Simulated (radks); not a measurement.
Values are calculated unless marked as measured or tabulated.
Sc, configuration [Ar] 3d1 4s1 4p1 (not the ground configuration). Level of theory: non-relativistic Kohn-Sham, PBE, spin-unpolarised, spherical densities, point nucleus (a radial shooting solver on a logarithmic mesh with Libxc functionals).

Radial electron density D(r) = 4 pi r^2 rho(r):

```
   r/bohr * D(r) (the largest magnitude, 25.6, reaches the edge; | marks zero)
 0.005546 |   *
 0.007338 |      *
 0.009709 |         *
  0.01285 |               *
    0.017 |                       *
  0.02249 |                                *
  0.02976 |                                          *
  0.03937 |                                                 *
  0.05251 |                                                    *
  0.06948 |                                                *
  0.09193 |                                         *
   0.1216 |                                      *
   0.1609 |                                             *
    0.213 |                                                      *
   0.2818 |                                                     *
   0.3728 |                                    *
   0.4933 |                  *
   0.6527 |              *
   0.8636 |                  *
    1.143 |                *
    1.512 |        *
        2 |   *
    2.647 | *
    3.502 |*
    4.634 |*
    6.131 *
    8.112 *
    10.73 *
     14.2 *
```

D(r) has 3 maxima, at r = 0.0509, 0.240, 0.935 bohr, and minima at 0.116, 0.612 bohr, inside which lie 2.14, 10.38 electrons.
